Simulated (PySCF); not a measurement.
Isomers of C7H6ClF.

All values: PBE0/pcSseg-1 (PySCF) at GFN2-xTB geometries, gas phase, one conformer each.

Question: Rank by HOMO–LUMO gap, lowest first.
A. `F[C@]1(Cl)CC12C=CC=C2`
B. `CC1=C(Cl)C=C(F)C=C1`
C. `FC1=C[C@@H]2C[C@H]1C=C2Cl`
D. `Cc1cccc(F)c1Cl`

Answer: A (5.44 eV), C (5.97 eV), B (6.39 eV), D (6.59 eV).

All values together:

| SMILES | μ (D) | HOMO (eV) | LUMO (eV) | lowest IAO charge (e) | highest IAO charge (e) | lowest Hirshfeld charge (e) | highest Hirshfeld charge (e) |
| --- | --- | --- | --- | --- | --- | --- | --- |
| Cc1cccc(F)c1Cl | 2.61 | -7.26 | -0.67 | -0.426 (C) | +0.288 (C) | -0.122 (C) | +0.078 (C) |
| FC1=CC=CC=C(Cl)C1 | 1.98 | -6.61 | -1.25 | -0.298 (C) | +0.309 (C) | -0.084 (C) | +0.103 (C) |
| Cc1ccc(F)cc1Cl | 1.86 | -7.15 | -0.76 | -0.426 (C) | +0.297 (C) | -0.124 (C) | +0.089 (C) |
| F[C@]1(Cl)CC12C=CC=C2 | 1.91 | -6.63 | -1.19 | -0.290 (C) | +0.298 (C) | -0.084 (F/C) | +0.117 (C) |
| FC1=C[C@@H]2C[C@H]1C=C2Cl | 1.46 | -6.58 | -0.61 | -0.251 (F) | +0.288 (C) | -0.089 (C) | +0.086 (C) |

Conformers: `[F:1][C:2]1=[CH:3][CH:4]=[CH:5][CH:6]=[C:7]([Cl:8])[CH2:9]1` with C2–C3–C4–C5 -33°, C4–C5–C6–C7 34°, C6–C7–C9–C2 -66°, F1–C2–C9–C7 -114°.
